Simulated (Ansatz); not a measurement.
Consider the hydrogenolysis of a Ga–C bond: `[BH2][GaH][CH3]` + H₂ → `[BH2][GaH2]` + CH₄.

Computed with Ansatz on PBE0-D4/def2-TZVP structures; ΔE is electronic, products minus reactants. CBS: MP2 limit from def2 TZ/QZ plus the TZ coupled-cluster correction, frozen cores. This one scheme is used for every species. Functionals use def2-TZVPP. For Ga outer-core shells are correlated without core-valence functions, which leaves a few kJ/mol of doubt a bond. Scalar relativity is left out up to krypton.

`[BH2][GaH][CH3]`:

```xyz
9

B    -0.036   -0.086   -2.021
Ga    0.612    0.295   -0.093
C    -0.401   -0.136    1.548
H    -0.671    0.710   -2.653
H     0.204   -1.117   -2.586
H     2.021    0.977    0.148
H    -1.388   -0.555    1.354
H     0.172   -0.853    2.145
H    -0.513    0.765    2.157
```

H₂:

Cartesian coordinates in Å:
```
H 0.064 -0.220 0.295
H -0.064 0.220 -0.295
```

`[BH2][GaH2]`:

```xyz
6

B    -0.138    1.087    0.096
Ga    0.121   -0.954   -0.086
H     0.789    1.843    0.158
H    -1.224    1.591    0.147
H     0.218   -1.669   -1.486
H     0.234   -1.899    1.170
```

CH₄:

```xyz
5

C     0.000    0.000    0.000
H    -0.132    0.664   -0.854
H     0.440   -0.939   -0.335
H    -0.968   -0.197    0.460
H     0.660    0.471    0.728
```

**Question.** Is it downhill or uphill in electronic energy at CCSD(T)/CBS, and by how much? (Estimate.)

**Answer.** The calculation gave: Downhill: ΔE = -32.3 kJ/mol.

**Question.** What do these levels give: ωB97M-V, r2SCAN, r2SCANh, CCSD(T)/def2-SVP, SCS-MP2/def2-TZVPP, CCSD/CBS(def2)? (Estimate.)

**Answer.** Ansatz gave: ωB97M-V -38.7, r2SCAN -37.7, r2SCANh -38.9, CCSD(T)/def2-SVP -48.4, SCS-MP2/def2-TZVPP -35.4, CCSD/CBS(def2) -36.6 kJ/mol.

Largest T1 diagnostic among the species: 0.014.

From BLYP to BHLYP (50 % exact exchange), in def2-TZVPP and without D4, ΔE moves by −6.9 kJ/mol. Leaving LDA and LC-ωPBE aside and taking each functional with its dispersion term where it has one, the values, not all of them listed here, spread over 19.4 kJ/mol, from B97M-V to revPBE-D4.
